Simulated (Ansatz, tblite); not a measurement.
Removing and adding an electron: `FC(F)(F)c1cc2sc(-c3cc4sc(-c5cc6sc(-c7cc8sc(C(F)(F)F)cc8s7)cc6s5)cc4s3)cc2s1`. The state is a singlet with charge 0. Geometry: PBE-D4/def2-SVP. Ansatz, gas phase; energy differences of separate SCF runs; the oxidised species was run as a doublet alone; the reduced species was run as a doublet alone.

```xyz
48

F    -0.091   -2.125  -13.291
C     0.984   -1.476  -12.776
F     1.062   -0.268  -13.378
F     2.076   -2.193  -13.139
C     0.885   -1.319  -11.290
C     0.800   -0.126  -10.594
C     0.704   -0.362   -9.197
S     0.580    0.641   -7.781
C     0.518   -0.779   -6.730
C     0.405   -0.617   -5.300
C     0.723   -1.546   -4.307
C     0.470   -1.031   -3.014
S     0.654   -1.635   -1.392
C     0.047   -0.120   -0.710
C    -0.062    0.046    0.718
C    -0.395    1.207    1.422
C    -0.406    0.986    2.818
S    -0.723    1.971    4.217
C    -0.412    0.609    5.302
C    -0.518    0.791    6.728
C    -0.781    1.966    7.434
C    -0.809    1.739    8.833
S    -1.067    2.740   10.232
C    -0.847    1.358   11.288
C    -0.977    1.520   12.772
F    -0.177    2.507   13.243
F    -2.243    1.838   13.141
F    -0.643    0.373   13.406
C    -0.589    0.179   10.609
C    -0.568    0.400    9.207
S    -0.310   -0.597    7.804
C    -0.084   -0.553    4.598
C    -0.082   -0.335    3.201
S     0.230   -1.321    1.802
C    -0.278    0.806   -1.706
C    -0.033    0.289   -2.999
S    -0.219    0.892   -4.621
C     0.605   -1.970   -7.451
C     0.716   -1.727   -8.843
S     0.849   -2.735  -10.256
H     0.808    0.855  -11.085
H     1.145   -2.536   -4.524
H    -0.605    2.167    0.934
H    -0.939    2.936    6.945
H    -0.427   -0.780   11.115
H     0.148   -1.506    5.091
H    -0.681    1.804   -1.492
H     0.559   -2.961   -6.982
```

The xTB rows come from tblite. Single mean-field runs in def2-SVP are fitted with def2-universal-jkfit.

| level | −HOMO (eV) | vertical IE (eV) | −LUMO (eV) | vertical EA (eV) | HOMO–LUMO gap (eV) | IE − EA (eV) |
| --- | --- | --- | --- | --- | --- | --- |
| GFN2-xTB | 10.29 | 11.69 | 8.78 | 7.49 | 1.51 | 4.20 |
| PBE-D4/def2-SVP | 4.82 | 6.22 | 3.18 | 1.91 | 1.64 | 4.31 |

(1) Estimate the rows for GFN1-xTB, PBE0-D4/def2-SVP.

Answers

(1) 
| level | −HOMO (eV) | vertical IE (eV) | −LUMO (eV) | vertical EA (eV) | HOMO–LUMO gap (eV) | IE − EA (eV) |
| --- | --- | --- | --- | --- | --- | --- |
| GFN1-xTB | 10.69 | 12.14 | 9.17 | 7.78 | 1.53 | 4.36 |
| PBE0-D4/def2-SVP | 5.62 | 6.58 | 2.76 | 1.89 | 2.86 | 4.68 |

Relaxing the oxidised species (PBE-D4/def2-SVP) changes its energy by -0.10 eV at PBE-D4/def2-SVP, so the adiabatic ionisation energy to this nearest minimum is 6.12 eV. At PBE0-D4/def2-SVP it is 6.47 eV.  Relaxing the reduced species (PBE-D4/def2-SVP) changes its energy by -0.11 eV at PBE-D4/def2-SVP, so the adiabatic electron affinity to this nearest minimum is 2.02 eV. At PBE0-D4/def2-SVP that geometry lies 0.02 eV above the vertical one, so it gives no adiabatic value.  Run but left out: HF/def2-SVP (charge +1 doublet: ⟨S²⟩ 2.84, where a pure state has 0.75); HF/def2-SVP (charge -1 doublet: ⟨S²⟩ 2.71, where a pure state has 0.75).   Raw xTB energy differences between charge states are shifted by several eV; the methods need an empirical correction for them. Sets without diffuse functions give affinities that are too small.
